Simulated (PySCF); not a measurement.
BeH3N. Atoms are numbered in the order given.

```xyz
5

Be     0.0000     0.0000    -0.9552
H      0.0000     0.0000    -2.2883
N      0.0000     0.0000     0.5482
H      0.0000     0.8219     1.1359
H      0.0000    -0.8219     1.1359
```

Geometry: TPSSh-D3(BJ)/def2-TZVPD.

Calculation: PySCF with M06-2X/def2-TZVPD.

Symmetry labels are those of the subgroup C2v that the program uses (full group C2v).

Computed valence orbital energies around the gap with their symmetry:
```json
[
 {"orbital": "HOMO−6", "symmetry": "A1", "energy (eV)": "-400.35"},
 {"orbital": "HOMO−5", "symmetry": "A1", "energy (eV)": "-115.07"},
 {"orbital": "HOMO−4", "symmetry": "A1", "energy (eV)": "-25.17"},
 {"orbital": "HOMO−3", "symmetry": "B2", "energy (eV)": "-14.71"},
 {"orbital": "HOMO−2", "symmetry": "A1", "energy (eV)": "-13.12"},
 {"orbital": "HOMO−1", "symmetry": "A1", "energy (eV)": "-10.17"},
 {"orbital": "HOMO", "symmetry": "B1", "energy (eV)": "-8.87"},
 {"orbital": "LUMO", "symmetry": "A1", "energy (eV)": "0.12"},
 {"orbital": "LUMO+1", "symmetry": "B2", "energy (eV)": "0.14"},
 {"orbital": "LUMO+2", "symmetry": "B1", "energy (eV)": "0.57"},
 {"orbital": "LUMO+3", "symmetry": "A1", "energy (eV)": "0.86"}
]
```
